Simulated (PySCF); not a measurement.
**NMR parameters from quadrupole coupling constants**

Species: C₃H₈O₂SSi.
Z-matrix (Å and degrees, GFN2-xTB geometry), rows numbered from 1:
```
C 
C   1  1.4922
S   2  1.6274  1  123.55
O   2  1.3290  1  113.02  3   179.16
C   4  1.4148  2  118.90  1  -178.69
O   5  1.3563  4  109.54  2   179.24
Si  6  1.6382  5  125.74  4    -0.37
H   1  1.0858  2  109.98  3    22.32
H   1  1.0905  2  109.19  3   -96.72
H   1  1.0878  2  110.21  3   144.72
H   5  1.1029  4  109.02  2   -59.77
H   5  1.1028  4  109.07  2    58.27
H   7  1.4530  6   97.21  5  -179.43
H   7  1.4636  6  111.21  5    61.35
H   7  1.4637  6  111.28  5   -60.24
```

Computed at PBE0/pcSseg-1 (PySCF, non-relativistic):

```json
{"atom": "S3", "environment": "thiocarbonyl sulfur", "nucleus": "33S", "spin I": "3/2", "Q (b)": "-0.0678", "CQ = χzz (MHz)": "41.038", "η": "0.214"}
{"atom": "O4", "environment": "oxygen bonded to 2 C", "nucleus": "17O", "spin I": "5/2", "Q (b)": "-0.0256", "CQ = χzz (MHz)": "-9.606", "η": "0.383"}
{"atom": "O6", "environment": "silyl ether oxygen", "nucleus": "17O", "spin I": "5/2", "Q (b)": "-0.0256", "CQ = χzz (MHz)": "-10.247", "η": "0.522"}
```

**Question.** PQ = |CQ|√(1 + η²/3), νQ = 3|CQ|/[2I(2I − 1)], ν0 = |g|·7.62259 MHz/T·B with g(33S) = 0.42921, g(17O) = −0.75752: values at 9.4 T?

**Answer.** 
```tsv
atom	PQ (MHz)	νQ (MHz)	ν0 (MHz)	νQ/ν0
S3	41.35	20.52	30.75	0.667
O4	9.838	1.441	54.28	0.027
O6	10.70	1.537	54.28	0.028
```

For S3: PQ = 41.04 × 1.0076, νQ = 41.04 × 0.5000, ν0 = 3.2717 MHz/T × 9.4 T.

For S3 νQ isn't small against ν0, so the high-field expansions of solid-state NMR fail there at this field.

**Question.** Second-order quadrupolar shift of the central transition's centre of gravity (half-integer spins, νQ < ν0/10) at 9.4 and 14.1 T.

**Answer.** δ = −(3/40)(PQ/ν0)² [I(I + 1) − 3/4]/[I²(2I − 1)²], in ppm:

| site | 9.4 T | 14.1 T |
| --- | --- | --- |
| 17O at O4 | -197 | -87.6 |
| 17O at O6 | -233 | -104 |

**Question.** In the extreme-narrowing limit, with isotropic tumbling and one correlation time, the quadrupolar linewidth goes as PQ². What relative widths follow for the 17O sites?

**Answer.** O6 1, O4 0.85, with O6 as 1.

**Question.** Quadrupolar 1/T1 and linewidth for τc = 8 ps (extreme narrowing, isotropic tumbling)?

**Answer.** 1/T1 = 1/T2 = (3π²/10)(2I + 3)/[I²(2I − 1)] × PQ² × τc; the width is 1/(πT2).

```tsv
site	spin factor (2I + 3)/[I²(2I − 1)]	1/T1 (s⁻¹)	T1 (ms)	linewidth (Hz)
33S at S3	1.333	54000	0.0185	17200
17O at O4	0.320	734	1.36	234
17O at O6	0.320	868	1.15	276
```

Solvent, lattice and vibrations would change these gradients. Isolated species at its GFN2-xTB geometry (one conformer only). GFN2-xTB bond lengths can be off by several hundredths of an ångström, more for odd bonds, and the gradients follow them. With so small a basis the couplings can be 20 % off.

The run behind these numbers computed NMR shieldings as well. Hardware: one thread of an Arm Neoverse V1 (shared host). Cost: 33 s (with the writing of density and orbital grids).
